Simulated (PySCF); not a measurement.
## GaCl at LDA

Computed with LDA; Ga def2-TZVPP, Cl def2-TZVPP; no relativity (PySCF 2.14).

```json
{
  "state": "¹Σ⁺ (singlet), closed shell",
  "bond length": "4.141 bohr",
  "harmonic wavenumber": "376 cm⁻¹",
  "force constant": "1.93 mdyn/Å",
  "rotational constant Be": "0.1513 cm⁻¹",
  "anharmonicity ωexe": "1.29 cm⁻¹",
  "vibration–rotation constant αe": "0.000779 cm⁻¹",
  "well depth De to Ga + Cl": "5.59 eV",
  "dissociation energy D0": "5.57 eV",
  "HOMO–LUMO gap": "4.09 eV",
  "bond order (Mayer)": "1.18",
  "dipole moment (positive dipole means Ga(−)Cl(+))": "-2.08 D"
}
```
